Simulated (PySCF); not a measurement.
**Two-component Hartree-Fock for Sn+ (tin, charge +1)**

Start: [Kr] 4d10 5s1 5p2; 5s1/2 filled at m_j = +1/2; 5p3/2 filled at m_j = +1/2, +3/2. Calculated with PySCF 2.14 in x2c-TZVPall-2c with one added diffuse shell each of s, p, d, f type (9s10p6d3f, 90 functions): generalised Hartree-Fock with the X2C-1e Hamiltonian and a Gaussian nucleus; one run each with spin-orbit coupling (SO) switched off, then screened by Boettger's factors. This is a chosen level, not necessarily the ground level.

| spinor shell | electrons | ε, spin-free (eV) | ε, screened SO (eV) | weight of nominal j (screened SO) | rms radius, screened SO (bohr) |
| --- | --- | --- | --- | --- | --- |
| 1s1/2 | 2 | -29356.3 | -29353.7 | 1.000 | 0.0333 |
| 2s1/2 | 2 | -4532.5 | -4531.8 | 1.000 | 0.136 |
| 2p1/2 | 2 | -4062.8 | -4222.8 | 1.000 | 0.118 |
| 2p3/2 | 4 | -4062.8 | -3989.9 | 1.000 | 0.123 |
| 3s1/2 | 2 | -921.94 | -921.81 | 1.000 | 0.361 |
| 3p1/2 | 2 | -764.70 | -794.89 | 1.000 | 0.354 |
| 3p3/2 | 4 | -764.70 | -750.94 | 1.000 | 0.366 |
| 3d3/2 | 4 | -523.18 | -528.45 | 1.000 | 0.340 |
| 3d5/2 | 6 | -523.18 | -519.58 | 1.000 | 0.343 |
| 4s1/2 | 2 | -169.14 | -169.17 | 1.000 | 0.875 |
| 4p1/2 | 2 | -119.36 | -124.86 | 1.000 | 0.930 |
| 4p3/2 | 4 | -119.36 | -116.93 | 1.000 | 0.959 |
| 4d3/2 | 4 | -44.769 | -45.524 | 0.975 | 1.17 |
| 4d5/2 | 6 | -44.769 | -44.347 | 0.983 | 1.18 |
| 5s1/2 | 1 | -24.804 | -24.803 | 0.999 | 2.50 |
| 5p3/2 | 2 | -15.392 | -15.327 | 0.791 | 3.05 |

| quantity | spin-free | screened SO |
| --- | --- | --- |
| E (hartree) | -6172.63864 | -6174.09460 |
| M_J | 5/2 | 5/2 |
| ⟨J²⟩ | 8.758 | 8.758 |
| ⟨L²⟩ | 2.004 | 2.055 |
| ⟨S²⟩ | 3.754 | 3.747 |

Each row is a mean over spinors that exchange with the open shell spreads, by up to 0.646 eV (4s1/2).

Rows whose weight is well below 1 are mixtures of j = l ± 1/2: exchange outweighs spin-orbit coupling there, and the label is only the starting occupation.

Breit and QED terms are absent; they matter most for the inner s and p1/2 levels.

Densities and radii are taken from the X2C orbitals without a picture-change correction, which distorts them close to the nucleus.

Without spin-orbit coupling the j labels of p, d and f shells carry no meaning; the spin-free column gives the mean over the occupied spinors of each nl shell.
